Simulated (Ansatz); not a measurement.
Species: CaCl2 (charge 0, singlet). SMILES: [Cl][Ca][Cl]
Geometry: optimised at B3LYP-D3(BJ)/def2-TZVP (Ansatz, a first-principles code).

CCSD(T) with Ansatz in growing basis sets, 16 correlated electrons. Valence correlation only, unless marked. Open shells are spin-unrestricted. Spin-orbit coupling is left out. Frozen are the shells of the preceding noble gas and the d and f shells that filled before the atom's block. The outer core of K, Ca and their heavier congeners is not correlated, a term that matters for these elements. No relativistic terms. Costs are ratios of core time to the smallest set, on shared machines of one kind, and rough; they hold the program's checks for lower states.

| basis | functions | cost over smallest | E(corr) (Eh) | electronic atomisation energy (kcal/mol) |
|---|---|---|---|---|
| def2-TZVPPD | 138 | 1× | -0.4564 | 204.3 |
| def2-QZVPPD | 228 | 4× | ? | ? |

What does the step to def2-QZVPPD buy, and how does its cost grow by formal scaling?

Formally CCSD grows as o²v⁴ and (T) as o³v⁴; with o = 8 and v going from 111 to 201 both grow 11-fold in the last step, while integrals and the mean field grow more slowly. That step adds 44.3 mEh of correlation energy and 8.9 kcal/mol to the atomisation energy. Row: E(corr) (Eh) -0.5007, electronic atomisation energy (kcal/mol) 213.2.
